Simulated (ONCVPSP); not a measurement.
# H (Z = 1): ONCV pseudisation with LDA (Perdew-Wang 92), scalar-relativistic reference atom.

```
Element                 : hydrogen (H)
Generator               : ONCVPSP 4.0.1
Type                    : optimised norm-conserving Vanderbilt (ONCV)
Functional              : LDA (Perdew-Wang 92)
Relativity              : scalar-relativistic
Frozen core             : none
Valence charge          : 1
Reference configuration : 1s1
Partial waves           : 1s: rc 1.10 bohr, ncon 4, nbas 7, qcut 5 1/bohr, 2 projectors, debl 2.7 Ha; p scattering state at 0.25 Ha: rc 1.05 bohr, ncon 3, nbas 7, qcut 8.1 1/bohr, 2 projectors, debl 3 Ha
Local potential         : polynomial inside 0.70 bohr (lpopt 5, dvloc0 0 Ha)
Core correction         : none
```

Poles of the logarithmic derivatives, all-electron (AE) and pseudo (PS). s: poles at 2.0 (AE) and 2.0 (PS) Ha. p: poles at no energy (AE) and no energy (PS) Ha. Test radii: s 1.12, p 1.06 bohr.

- Cutoffs needed: 15 Ha and 80 Ha (the cutoffs (Ha) at which the residual kinetic energy of the hardest occupied pseudo-wave falls to 1 and 0.1 mHa per electron)
- Ghost test: no bound ghost flagged; no localised positive-energy state flagged
